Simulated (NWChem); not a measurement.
The numbers come from NWChem runs, not from measurements. System: H2Pb, charge 0, spin multiplicity 1, at a geometry optimised with PBE0/def2-SVP with def2 effective core potentials on Pb. The structure started from a generated list of species. Level: HF/def2-SVPD with def2 effective core potentials on Pb.

NWChem printed:

```
             Northwest Computational Chemistry Package (NWChem) 7.3.0
             --------------------------------------------------------

                                NWChem Input Module
                                -------------------

 Scaling coordinates for geometry "geometry" by  1.889725989
 (inverse scale =  0.529177249)

 Turning off AUTOSYM since
 SYMMETRY directive was detected!

                             Geometry "geometry" -> ""
                             -------------------------

 Output coordinates in angstroms (scale by  1.889725989 to convert to a.u.)

  No.       Tag          Charge          X              Y              Z
 ---- ---------------- ---------- -------------- -------------- --------------
    1 Pb                  82.0000     0.00000000     0.00000000    -0.03124600
    2 H                    1.0000     1.30923600     0.00000000     1.28107800
    3 H                    1.0000    -1.30923600     0.00000000     1.28107800

 Effective nuclear repulsion energy (a.u.)      47.0186978472

            Nuclear Dipole moment (a.u.)
            ----------------------------
        X                 Y               Z
 ---------------- ---------------- ----------------
     0.0000000000     0.0000000000    -0.0000302356

      Symmetry information
      --------------------

 Group name             C2v
 Group number             16
 Group order               4
 No. of unique centers     2

      Symmetry unique atoms

     1    2


 Summary of "ao basis" -> "" (spherical)
 ------------------------------------------------------------------------------
       Tag                 Description            Shells   Functions and Types
 ---------------- ------------------------------  ------  ---------------------
 *                         def2-svpd                  on all atoms

                                 NWChem DFT Module
                                 -----------------

 Summary of "ao basis" -> "ao basis" (spherical)
 ------------------------------------------------------------------------------
       Tag                 Description            Shells   Functions and Types
 ---------------- ------------------------------  ------  ---------------------
 Pb                        def2-svpd                12       32   5s4p3d
 H                         def2-svpd                 4        8   2s2p

 Summary of "ao basis" -> "ao basis" (spherical)
 ------------------------------------------------------------------------------
       Tag                 Description            Shells   Functions and Types
 ---------------- ------------------------------  ------  ---------------------
 Pb                        def2-svpd                12       32   5s4p3d
 H                         def2-svpd                 4        8   2s2p

            General Information
            -------------------
          SCF calculation type: DFT
          Wavefunction type:  closed shell.
          No. of atoms     :     3
          No. of electrons :    24
           Alpha electrons :    12
            Beta electrons :    12
          Charge           :     0
          Spin multiplicity:     1
          Use of symmetry is: off; symmetry adaption is: off
          Maximum number of iterations: 100
          AO basis - number of functions:    48
                     number of shells:    20
          Convergence on energy requested:  1.00D-06
          Convergence on density requested:  1.00D-05
          Convergence on gradient requested:  5.00D-04

              XC Information
              --------------
                     Hartree-Fock (Exact) Exchange  1.000

          Convergence Information
          -----------------------
          Convergence aids based upon iterative change in
          total energy or number of iterations.
          Levelshifting, if invoked, occurs when the
          HOMO/LUMO gap drops below (HL_TOL):  1.00D-02
          DIIS, if invoked, will attempt to extrapolate
          using up to (NFOCK): 10 stored Fock matrices.

                    Damping( 0%)  Levelshifting(0.5)       DIIS
                  --------------- ------------------- ---------------
          dE  on:    start            ASAP                start
[...]
   Bfn.  Coefficient  Atom+Function         Bfn.  Coefficient  Atom+Function
  ----- ------------  ---------------      ----- ------------  ---------------
    12      0.344349  1 Pb px                33      0.292187  2 H  s
    41     -0.292187  3 H  s                 34      0.231865  2 H  s
    42     -0.231865  3 H  s                 15      0.183029  1 Pb px
    21      0.171715  1 Pb d  1               9     -0.132381  1 Pb px
     6     -0.130738  1 Pb px                26     -0.064694  1 Pb d  1

 Vector   12  Occ=2.000000D+00  E=-3.243720D-01
              MO Center= -9.1D-08,  2.3D-16,  7.9D-02, r^2= 3.4D+00
   Bfn.  Coefficient  Atom+Function         Bfn.  Coefficient  Atom+Function
  ----- ------------  ---------------      ----- ------------  ---------------
     3      0.394039  1 Pb s                 14     -0.394619  1 Pb pz
     4      0.320041  1 Pb s                 17     -0.289434  1 Pb pz
     1     -0.277892  1 Pb s                 33     -0.215337  2 H  s
    41     -0.215337  3 H  s                 34     -0.192652  2 H  s
    42     -0.192652  3 H  s                 11      0.148811  1 Pb pz

 Vector   13  Occ=0.000000D+00  E=-2.032396D-03
              MO Center=  1.3D-08,  5.9D-14, -3.3D-02, r^2= 4.3D+00
   Bfn.  Coefficient  Atom+Function         Bfn.  Coefficient  Atom+Function
  ----- ------------  ---------------      ----- ------------  ---------------
    16      0.771879  1 Pb py                13      0.358425  1 Pb py
    10     -0.159151  1 Pb py                 7     -0.156389  1 Pb py

 Vector   14  Occ=0.000000D+00  E= 6.281776D-02
              MO Center=  6.1D-08, -6.7D-15, -4.2D-01, r^2= 1.2D+01
   Bfn.  Coefficient  Atom+Function         Bfn.  Coefficient  Atom+Function
  ----- ------------  ---------------      ----- ------------  ---------------
     5     -2.134034  1 Pb s                  4      2.016582  1 Pb s
    17      0.216448  1 Pb pz                 1     -0.188807  1 Pb s
    34     -0.135080  2 H  s                 42     -0.135080  3 H  s
    14      0.121321  1 Pb pz                40      0.072627  2 H  pz
    48      0.072627  3 H  pz                38      0.060576  2 H  px

 Vector   15  Occ=0.000000D+00  E= 9.830519D-02
              MO Center=  7.4D-08, -5.2D-15, -6.2D-01, r^2= 6.9D+00
   Bfn.  Coefficient  Atom+Function         Bfn.  Coefficient  Atom+Function
  ----- ------------  ---------------      ----- ------------  ---------------
    31      0.660684  1 Pb d  1              15      0.606492  1 Pb px
    12      0.217960  1 Pb px                34     -0.208330  2 H  s
    42      0.208330  3 H  s                 21     -0.138507  1 Pb d  1
    33     -0.135595  2 H  s                 41      0.135595  3 H  s
     9     -0.086733  1 Pb px                 6     -0.084463  1 Pb px

 center of mass
 --------------
 x =   0.00000000 y =   0.00000000 z =  -0.03524228

 moments of inertia (a.u.)
 ------------------
          12.277392617134           0.000000000000           0.000000000000
           0.000000000000          24.615503574951           0.000000000000
           0.000000000000           0.000000000000          12.338110957817

     Multipole analysis of the density
     ---------------------------------

     L   x y z        total         alpha         beta         nuclear
     -   - - -        -----         -----         ----         -------
     0   0 0 0      0.000000    -12.000000    -12.000000     24.000000

     1   1 0 0      0.000000      0.000000      0.000000      0.000000
     1   0 1 0     -0.000000     -0.000000     -0.000000      0.000000
     1   0 0 1     -0.583358     -2.063055     -2.063055      3.542752

     2   2 0 0    -24.930311    -18.586313    -18.586313     12.242315
     2   1 1 0      0.000000      0.000000      0.000000      0.000000
     2   1 0 1     -0.000000     -0.000000     -0.000000      0.000000
     2   0 2 0    -19.344113     -9.672057     -9.672057      0.000000
     2   0 1 1     -0.000000     -0.000000     -0.000000      0.000000
     2   0 0 2    -26.279465    -19.038775    -19.038775     11.798084

 *** CALLING NEW AORESP DRIVER FOR CLOSED AND OPEN SHELLS ***
 Entering AOResponse driver routine

--------------------------------------------------------------------------------

          ****************
          *** RESPONSE ***
          ****************

 Response module for NWChem and dynamic CPKS solver

          -----------------------------------------------
          Solving response equations for perturbing field
          -----------------------------------------------

 number of frequencies:     1
 frequency in a.u.:  0.4280000E-01
 Perturbing field: electric
 Using El. Dipole Length Gauge

 Setting up CPKS with frequency omega =      0.04280000 a.u.

                            NWChem Dynamic CPHF Module
                            --------------------------

    scftype = RHF
    nclosed =   12
      nopen =    0
  variables =      864
  num. vecs =        3
  tolerance =   1.0D-04
  max. iter =   50

 SCF residual:    3.6067987872802513E-006

Iterative solution of linear equations
  No. of variables      864
  No. of equations        3
  Maximum subspace       30
       Convergence  1.0D-04

 ga_lkain filestub:cphf_sol
 ga_lkain filesoln:./mol.cphf_sol

   iter   nsub   residual    time
   ----  ------  --------  ---------
     1      3    1.58D+00       2.2
     2      6    6.56D-01       3.5
     3      9    3.34D-01       4.6
     4     12    1.05D-01       5.8
     5     15    4.87D-02       6.9
     6     18    1.02D-02       8.0
     7     21    1.21D-03       9.2
     8     24    2.59D-04      10.3
     9     27    4.98D-05      11.4

 Electric Dipole Response Matrix (nonzero elements):

              1        2        3
    1   57.0860  -0.0000   0.0000
    2    0.0000  39.2428   0.0000
    3    0.0000  -0.0000  59.4389

 ------------------------------------------
 average:        51.92257 + I       0.00000

 DFT Linear Response polarizability / au
 Frequency  =       0.0428000 / au
 Wavelength =    1064.5643224 / nm
              X              Y              Z
 -----------------------------------------------
 X      57.0859692     -0.0000000      0.0000003
 Y       0.0000000     39.2428007      0.0000000
 Z       0.0000003     -0.0000000     59.4389300
 -----------------------------------------------
 Eigenvalues =      57.0859692     39.2428007     59.4389300
 Isotropic   =      51.9225666
 Anisotropic =      19.1284960
 -----------------------------------------------

 Magnetic Dipole Response Matrix (nonzero elements):
 Optical rotation tensor Beta

              1        2        3
    1    0.0000  -0.8470  -0.0000
    2   58.0004  -0.0000  -0.0000
    3    0.0000  -0.0000   0.0000

 ------------------------------------------
 average:        -0.00000 + I       0.00000

 Exiting AOResponse driver routine

          -------------
          Dipole Moment
          -------------

 Center of charge (in au) is the expansion point
         X =       0.0000000 Y =       0.0000000 Z =       0.1476147

   Dipole moment        0.5833581487 A.U.
             DMX        0.0000000690 DMXEFC        0.0000000000
             DMY       -0.0000000000 DMYEFC        0.0000000000
             DMZ       -0.5833581487 DMZEFC        0.0000000000
   -EFC- dipole         0.0000000000 A.U.
   Total dipole         0.5833581487 A.U.

   Dipole moment        1.4827597216 Debye(s)
             DMX        0.0000001753 DMXEFC        0.0000000000
             DMY       -0.0000000000 DMYEFC        0.0000000000
             DMZ       -1.4827597216 DMZEFC        0.0000000000
   -EFC- dipole         0.0000000000 DEBYE(S)
   Total dipole         1.4827597216 DEBYE(S)

 1 a.u. = 2.541766 Debyes

 Task  times  cpu:       11.4s     wall:       11.4s

 Total times  cpu:       11.5s     wall:       11.5s
```

Q: Write an NWChem input that would produce this output.

A: Several could match; the one computed here: 
```
start mol
memory heap 200 mb stack 900 mb global 1100 mb
geometry units angstroms nocenter noautoz
  Pb     0.000000     0.000000    -0.031246
  H      1.309236     0.000000     1.281078
  H     -1.309236     0.000000     1.281078
  symmetry group C2v
end
basis spherical
  * library def2-svpd
end
ecp
  Pb library def2-ecp
end
dft
  xc hfexch
  semidirect memsize 60000000 filesize 0
  iterations 100
end
property
  dipole
  response 1 0.0428
end
task dft property
```
